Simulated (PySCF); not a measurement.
# Assigning NMR signals

Atoms are numbered as in `[F:1][CH2:2]/[CH:3]=[CH:4]/[C:5]([F:6])([F:7])[F:8]`. Hydrogens are named by the atom that carries them.

Computed data (PySCF 2.14.0 with density-fitted response routines): GFN2-xTB structure, GIAO PBE0/pcSseg-1 shieldings. One computed conformer, no solvent model, fast rotation and ring inversion assumed for equivalent nuclei, no relativistic terms.

Chemical shifts δ = σref − σ; TMS for ¹³C and ¹H, all at this level.

**Question.** Assign these signals to the numbered atoms. ¹³C{¹H} NMR (computed): δ 144.3, 132.2, 125.7, 84.9.

**Answer.** 
144.3 → C3, alkene CH: as expected for a trigonal carbon in a double bond
132.2 → C5, CF3 carbon: 3 electronegative neighbours deshield it
125.7 → C4, alkene CH: as expected for a trigonal carbon in a double bond
84.9 → C2, allylic sp3 CH2 bonded to F: the inductive effect lowers its shielding

**Question.** Assign these signals to the numbered atoms. ¹H NMR (500 MHz, computed): δ 6.53 (m, 1H), 6.21 (m, 1H), 5.45 (m, 2H).

**Answer.** 
6.53 → H(C3), hydrogen on an alkene CH: olefinic region
6.21 → H(C4), hydrogen on an alkene CH
5.45 → H(C2), hydrogen on an allylic sp3 CH2 bonded to F: its carbon carries F, hence the downfield position

Splittings by ¹⁹F in the carbon and heteronuclear signals aren't shown, as no couplings were computed. Shifts are as computed. Against solution values, carbons near 30 ppm lie about +3 ppm off and those near 130 ppm about +5 ppm. Of 1309 compounds with measured shifts, 239 miss one by over three times the rms of a fit or turn the order of signals round; such compounds aren't used in these exercises. Multiplicities follow the n + 1 count of equivalent neighbours, as no J values were calculated; m marks all less simple cases, F and P coupling included.
